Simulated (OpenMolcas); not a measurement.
# Ti2+: from CASSCF to CASPT2

* Program: OpenMolcas 26.06
* Basis: ANO-RCC-VTZP [6s5p3d2f1g]
* Scalar Hamiltonian: DKH2, point nucleus
* Active space: 2 electrons in 5 orbitals (3d)
* State averaging: 2S+1 = 3 even, 10 roots; 2S+1 = 1 even, 15 roots
* Spin-orbit coupling: RASSI with atomic mean-field integrals over the reference wave functions, term energies averaged over their components

Methods on the same reference wave functions:
A. CASSCF
B. SS-CASPT2, IPEA 0.25 Eh, imaginary shift 0.1 Eh (closed shells correlated: 3s 3p)
C. XMS-CASPT2, IPEA 0.25 Eh, imaginary shift 0.1 Eh (closed shells correlated: 3s 3p)

Energies in cm-1 above 3d2 3F2, the measured ground level; measured values from Corliss and Sugar, J. Phys. Chem. Ref. Data 8, 1 (1979).

| Level | A | B | C | Measured |
| --- | --- | --- | --- | --- |
| 3d2 3F2 | 0.0 | 0.0 | 0.0 | 0.0 |
| 3d2 3F3 | 193 | 195 | 194 | 185 |
| 3d2 3F4 | 445 | 447 | 446 | 420 |
| 3d2 1D2 | 11360 | 7890 | 8710 | 8474 |
| 3d2 3P0 | 13576 | 11110 | 11490 | 10538 |
| 3d2 3P1 | 13642 | 11180 | 11550 | 10604 |
| 3d2 3P2 | 13782 | 11320 | 11690 | 10721 |
| 3d2 1G4 | 17501 | 14680 | 15030 | 14398 |
| 3d2 1S0 | 42460 | 32330 | 33060 | 32476 |

Deviations, from unrounded energies. A percentage is the sum of absolute deviations over the sum of measured energies, with the sign that they share, or ± where signs differ.

```tsv
Against measurement	Levels	A	B	C
mean absolute deviation (cm-1)	8	3100	350	550
fine structure of the ground term (%)	2	+5.5	+5.9	+5.8
other terms of the ground configuration (%)	6	+28.8	±3.2	+5.0
```

B lies closest to measurement on these levels and A furthest from it. The largest miss of B in the table is 3d2 3P2, by +590 cm-1. The ranking rests on the paired levels alone, and a cruder setting can come out closer through cancelling errors.

Between B and C the level of the table that moves most is 3d2 1D2, by 820 cm-1 (lowest in B, highest in C). Moves below CASPT2's spread within the term are not significant.

The mean deviations of B to C differ by less than CASPT2's widest spread within a term (1300 cm-1), so their order carries little weight.

From A to B the spin-free energies of the other terms of 3d2 shown, above 3F, scale by factors of 0.69 to 0.84.

The lowest spin-free term lies below A's lowest term by 0.298 hartree in B, 0.304 hartree in C.

CASPT2 breaks the degeneracy within a term, and the mean is taken; among the terms shown or strongly mixed into the levels shown the widest spread is 1300 cm-1 (3d2 3F, C). Without dynamic correlation excited terms often stand tens of per cent too high (terms of higher spin than the ground term too low), and those without a measured partner can miss by more than the paired ones (holds for A). Computed and measured levels are paired by configuration, term and J; levels that our copy of the source lacks, or whose pairing is in doubt (as where it misses far off the trend of its configuration), stay unpaired and out of the deviations. Only configurations of the active space appear.
